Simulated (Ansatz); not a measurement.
This geometry of GaH₅S (7 atoms, charge 0, multiplicity 1) is a first-order saddle point.

All numbers below come from RKS PBE0-D4/def2-SVP (Ansatz).

```xyz
7
Properties=species:S:1:pos:R:3
Ga 0.105 -0.237 -0.102
H -0.113 -0.066 1.606
H 1.547 0.223 -0.451
H -1.275 -0.043 -0.796
S 0.272 -2.573 0.698
H -1.057 -2.798 0.602
H 0.022 -1.172 1.526
```

Problem. Which two structures does it join? (They come from a converged band through this point; their orientation in space is the band's.)

Solution. Bonds broken: Ga1–H2, S5–H7. Bonds formed: H2–H7. GaH5S becomes GaH3S + H2.

Initial state:

```xyz
7
Properties=species:S:1:pos:R:3
Ga -0.045 0.094 -0.014
H -0.564 0.535 1.410
H 1.486 0.258 -0.349
H -1.084 -0.054 -1.190
S 0.097 -2.481 0.486
H -1.118 -2.620 1.063
H 0.728 -2.396 1.678
```

Final state:

```xyz
7
Properties=species:S:1:pos:R:3
Ga 0.101 -0.699 -0.355
H 0.051 0.372 2.112
H 1.486 0.000 -0.513
H -1.306 -0.040 -0.523
S 0.193 -2.869 0.055
H -1.145 -3.051 0.070
H 0.120 -0.378 2.237
```

Problem. How far does it lie above each of them?

Solution. 15.3 kcal/mol above the first and 23.0 kcal/mol above the second. This is the barrier of this one path; another mechanism may lie lower. The orbitals stay closed-shell, which can raise the energy where a bond breaks towards radicals; this wasn't checked here.

The run took 74 s on 2 threads of Intel(R) Xeon(R) Platinum 8259CL CPU @ 2.50GHz (Skylake/Cascade Lake) (shared host), peak memory 0.2 GiB.
